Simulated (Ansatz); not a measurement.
This geometry of a periodic cell of 15 atoms, W (host W, host structure bcc, one W atom removed) is a first-order saddle point.

These are results of DFT PBEsol, scalar-relativistic, plane waves, PAW (Ansatz), not measurements. Settings: PAW set soft_1, cutoff 420 eV, k mesh 3x3x3, fermi-dirac smearing 0.15 eV, no spin polarisation.

```xyz
15
Lattice="6.3200 0.0000 0.0000 0.0000 6.3200 0.0000 0.0000 0.0000 6.3200" Properties=species:S:1:pos:R:3
W -0.621 0.620 -0.604
W 3.130 -0.021 0.038
W 0.020 3.189 0.038
W 0.021 -0.022 3.148
W 1.565 1.578 1.583
W 3.191 3.128 0.005
W 3.190 0.012 3.208
W 4.710 1.609 1.663
W -0.012 3.129 3.208
W 1.569 4.750 1.587
W 1.645 1.610 4.728
W 3.153 3.167 3.170
W 4.741 4.754 1.583
W 1.566 4.753 4.759
W 4.710 4.674 4.728
```

Task: Which two structures does it join? (They come from a converged band through this point; their orientation in space is the band's.)

Result: Contacts lost: W1–W5, W1–W10, W1–W13, W1–W14. Contacts made: W1–W6, W1–W7, W1–W9, W1–W12. The atom that moves furthest is W1, by 2.69 Å.

Image 0:

```xyz
15
Lattice="6.3200 0.0000 0.0000 0.0000 6.3200 0.0000 0.0000 0.0000 6.3200" Properties=species:S:1:pos:R:3
W -0.021 0.019 0.006
W 3.165 0.019 0.006
W -0.020 3.153 0.006
W -0.020 0.019 3.192
W 1.572 1.586 1.599
W 3.166 3.153 0.006
W 3.166 0.020 3.192
W 4.733 1.586 1.599
W -0.021 3.153 3.192
W 1.572 4.746 1.599
W 1.572 1.586 4.759
W 3.165 3.154 3.192
W 4.732 4.746 1.599
W 1.573 4.746 4.759
W 4.732 4.747 4.759
```

Image 6:

Only the atoms that move by more than 0.05 Å are listed.
```
W1 -1.567 1.567 -1.567
```

Task: How far does it lie above each of them?

Result: 1.58 eV above the first and 1.58 eV above the second. This is the barrier of this one path; another mechanism may lie lower. Limits of this set-up: coarse k mesh, PAW files made for another functional.

Time of the run: 23 min on 4 threads of Arm Neoverse V1, with other jobs on the host, peak memory 3.2 GiB.
